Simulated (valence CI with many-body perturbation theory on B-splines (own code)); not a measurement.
**Questions on Gd57+**

Computed by configuration interaction combined with many-body perturbation theory (CI+MBPT): five valence electrons over a frozen Dirac-Fock core [He], radial functions for each j: 9 s, 9 p, 8 d, 6 f, 3 g, 1 h, with the one-electron correlation potential Σ1 (screened to all orders), the two-electron term Σ2, the three-electron term Σ3, Breit, model QED; selected single and double excitations, second order for the rest (own B-spline code, finite nucleus).

The last digits are not significant, and no measured levels were compared; by estimate large intervals hold to a few tenths of a per cent, small ones and those within an open d or f shell to about a per cent. Among the levels kept, up to 1200 cm⁻¹ of a level comes from second order outside the variational space, and about a tenth of that is noise between levels of different J, which matters for small intervals.

Levels are named by their leading jj configuration (3d3/2^4 stands for four electrons in 3d with j = 3/2), which in mixed levels can hold well under half, so a name can repeat and another be missing.

Rates and lifetimes use the calculated energies. Strong lines usually hold to 10 to 20 %, long lifetimes can be off by a factor of two.

(1) What is the ground level?

(2) Name the longest-lived excited levels whose lifetime is computed, and their main decay.

(3) What is the ionisation energy?

(4) Where does the other parity begin?

(5) Among levels below 585.63 Ry, which E1 lines absorb most strongly from the ground level?

## Answers

(1) (2s^2 2p1/2^2 2p3/2) J=3/2, composition 48 % 2s2 2p3 2P° + 27 % 2s2 2p3 2D° + 25 % 2s2 2p3 4S°, g = 1.331.

(2) (2s^2 2p1/2 2p3/2^2) J=5/2 at 53.60 Ry lives 1.71 ns, mostly by M1 to (2s^2 2p1/2^2 2p3/2) J=3/2; (2s^2 2p1/2 2p3/2^2) J=1/2 at 56.63 Ry lives 494 ps, mostly by M1 to (2s^2 2p1/2^2 2p3/2) J=3/2; (2s^2 2p1/2 2p3/2^2) J=3/2 at 51.98 Ry lives 292 ps, mostly by M1 to (2s^2 2p1/2^2 2p3/2) J=3/2.

(3) 12148 eV; NIST lists 12147 ± 6 eV (theoretical).

(4) At (2s 2p1/2^2 2p3/2^2) J=5/2, 72.38 Ry.

(5) to (2s^2 2p1/2^2 3d5/2) J=5/2 at 0.1773 nm, f = 0.543; to (2s^2 2p1/2 2p3/2 3d3/2) J=5/2 at 0.1615 nm, f = 0.481; to (2s 2p1/2^2 2p3/2 3p1/2) J=5/2 at 0.1633 nm, f = 0.205.
